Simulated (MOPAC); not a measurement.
Input file for MOPAC: PM7 on H4P2 (SMILES PP), a point of a torsion scan.

```
PM7 1SCF PRECISE CHARGE=0 THREADS=1
H4P2

P     -1.07379638 1    -0.28925099 1    -0.57484190 1
P      1.09798117 1     0.04707015 1    -0.63280848 1
H     -1.42498156 1     1.02390111 1    -0.27772221 1
H     -1.15506176 1    -0.63997331 1     0.77008023 1
H      1.36365525 1    -0.44474380 1     0.64133458 1
H      1.08064953 1     1.35318526 1    -0.15045053 1
```

Output:

```
*******************************************************************************
 **                                                                           **
 **                              MOPAC v23.2.5                                **
 **                                                                           **
 *******************************************************************************
 ** MOPAC's Digital Object Identifier: https://doi.org/10.5281/zenodo.6511958 **
 **                                                                           **
 ** Please cite the open-source release paper for use of this MOPAC version:  **
 ** J. E. Moussa and J. J. P. Stewart (2026)                                  **
 ** MOPAC: An open-source semiempirical molecular orbital program             **
 ** J. Open Source Softw., 11(119), 8025, https://doi.org/10.21105/joss.08025 **
 *******************************************************************************

                              PM7 CALCULATION RESULTS

 *******************************************************************************
 *  PM7        - The PM7 Hamiltonian to be used
 *
 *
 *
 *                 CHARGE ON SYSTEM = 0
 *
 *
 *
 *  PRECISE    - TIGHTER CRITERIA TO BE USED
 *  1SCF       - DO 1 SCF AND THEN STOP
 *  THREADS=1  - MULTI-THREADING NOT USED
 *  T=         - A TIME OF 172800.0 SECONDS REQUESTED
 *  DUMP=N     - RESTART FILE WRITTEN EVERY 7200.0 SECONDS REQUESTED
 *******************************************************************************
PM7 1SCF PRECISE CHARGE=0 THREADS=1
 H4P2

   ATOM   CHEMICAL          X               Y               Z
  NUMBER   SYMBOL      (ANGSTROMS)     (ANGSTROMS)     (ANGSTROMS)

     1       P         -1.07379638  *  -0.28925099  *  -0.57484190  *
     2       P          1.09798117  *   0.04707015  *  -0.63280848  *
     3       H         -1.42498156  *   1.02390111  *  -0.27772221  *
     4       H         -1.15506176  *  -0.63997331  *   0.77008023  *
     5       H          1.36365525  *  -0.44474380  *   0.64133458  *
     6       H          1.08064953  *   1.35318526  *  -0.15045053  *



          CARTESIAN COORDINATES

    NO.       ATOM           X           Y           Z

     1         P         -1.0738     -0.2893     -0.5748
     2         P          1.0980      0.0471     -0.6328
     3         H         -1.4250      1.0239     -0.2777
     4         H         -1.1551     -0.6400      0.7701
     5         H          1.3637     -0.4447      0.6413
     6         H          1.0806      1.3532     -0.1505

 General Reference for PM7:
 "Optimization of Parameters for Semiempirical Methods VI: More Modifications to the
 NDDO Approximations and Re-optimization of Parameters", J. J. P. Stewart, J. Mol. Mod., 1:32, 19 (2013)
 https://link.springer.com/article/10.1007/s00894-012-1667-x

           Empirical Formula: H4 P2  =     6 atoms



      MOLECULAR POINT GROUP   :   C2v


      RHF CALCULATION, NO. OF DOUBLY OCCUPIED LEVELS = 7


 -------------------------------------------------------------------------------
 PM7 1SCF PRECISE CHARGE=0 THREADS=1
 H4P2



     1SCF WAS SPECIFIED, SO BFGS WAS NOT USED
     SCF FIELD WAS ACHIEVED


                              PM7 CALCULATION
                                                       MOPAC v23.2.5 Linux




          FINAL HEAT OF FORMATION =         31.42961 KCAL/MOL =     131.50149 KJ/MOL


          COSMO AREA              =         92.04 SQUARE ANGSTROMS
          COSMO VOLUME            =         76.03 CUBIC ANGSTROMS

          IONIZATION POTENTIAL    =         11.598481 EV
          HOMO LUMO ENERGIES (EV) =        -11.598 -1.202
          NO. OF FILLED LEVELS    =          7
          MOLECULAR WEIGHT        =         65.9791         POINT GROUP:  C2v

          MOLECULAR DIMENSIONS (Angstroms)

            Atom       Atom       Distance
            H     5    H     3     3.28300
            H     6    H     4     3.04243
            P     2    H     4     1.03218


          SCF CALCULATIONS        =          1





   ATOM   CHEMICAL          X               Y               Z
  NUMBER   SYMBOL      (ANGSTROMS)     (ANGSTROMS)     (ANGSTROMS)

     1       P         -1.07379638  *  -0.28925099  *  -0.57484190  *
     2       P          1.09798117  *   0.04707015  *  -0.63280848  *
     3       H         -1.42498156  *   1.02390111  *  -0.27772221  *
     4       H         -1.15506176  *  -0.63997331  *   0.77008023  *
     5       H          1.36365525  *  -0.44474380  *   0.64133458  *
     6       H          1.08064953  *   1.35318526  *  -0.15045053  *

                             CARTESIAN COORDINATES

   1    P       -1.073796380    -0.289250990    -0.574841900
   2    P        1.097981170     0.047070150    -0.632808480
   3    H       -1.424981560     1.023901110    -0.277722210
   4    H       -1.155061760    -0.639973310     0.770080230
   5    H        1.363655250    -0.444743800     0.641334580
   6    H        1.080649530     1.353185260    -0.150450530


           Empirical Formula: H4 P2  =     6 atoms



      MOLECULAR POINT GROUP   :   C2v


                  EIGENVALUES
 -54.25499 -45.40644 -18.97992 -17.34030 -14.97862 -12.33716 -11.59848  -1.20159
  -0.23628   1.43376   2.96497   3.55628  88.83728  88.85115  93.12209  94.52178
 100.25383 104.14881 107.98238 108.53529 113.22012 113.24868


              NET ATOMIC CHARGES AND DIPOLE CONTRIBUTIONS

  ATOM NO.   TYPE          CHARGE      No. of ELECS.   s-Pop       p-Pop       d-Pop
    1          P          -0.356660        5.3567     1.77039     3.52682     0.05945
    2          P          -0.356736        5.3567     1.77040     3.52688     0.05946
    3          H           0.183655        0.8163     0.81635
    4          H           0.173043        0.8270     0.82696
    5          H           0.183630        0.8164     0.81637
    6          H           0.173069        0.8269     0.82693
 DIPOLE           X         Y         Z       TOTAL
 POINT-CHG.    -0.158     1.519     2.905     3.282
 HYBRID        -0.053     0.508     0.972     1.098
 SUM           -0.211     2.027     3.877     4.380


          ATOMIC ORBITAL ELECTRON POPULATIONS

     Atom    s        px        py        pz      x^2-y^2     xz        z^2       yz        xy
    1  P   1.77039   1.01042   1.20285   1.31355   0.02023   0.01163   0.01327   0.00239   0.01192
    2  P   1.77040   1.04328   1.10964   1.37396   0.01992   0.01147   0.01085   0.00547   0.01175
    3  H   0.81635
    4  H   0.82696
    5  H   0.81637
    6  H   0.82693

 **********************
 *                    *
 * JOB ENDED NORMALLY *
 *                    *
 **********************




 == MOPAC DONE ==
```

The run finished.

Cost: very roughly 0.020 core-seconds.
